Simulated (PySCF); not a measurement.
## Rh(2+) (rhodium, charge +2) across methods

[Kr] 4d6 5p1, one real determinant (an excited configuration). Calculation: PySCF 2.14, in aug-cc-pwCVTZ-DK; scalar relativity by spin-free X2C-1e.

```
method  E (hartree)  mean ε 4d α (eV)  mean ε 4d β (eV)  mean ε 5p α (eV)  Σ⟨r²⟩ (bohr²)   ⟨S²⟩
   PBE     -4781.72           -31.761           -28.986           -16.665          37.00  8.751
  BP86     -4782.69           -31.807           -29.184           -16.796          36.92  8.751
   LDA     -4776.89           -31.857           -29.038           -16.816          36.93  8.750
  PBE0     -4781.80           -33.916           -30.876           -17.320          37.01  8.751
   UHF  -4779.83243           -39.473           -35.409           -18.828          37.52  8.753
  BLYP     -4782.28           -31.459           -28.947           -16.489          37.08  8.751
r2SCAN     -4782.12           -32.327           -29.192           -16.757          36.93  8.751
  MN15     -4785.44           -34.499           -32.049           -17.792          36.85  8.751
```

⟨L²⟩ = 8.01 against 12 for a pure F term, so this real determinant mixes terms.
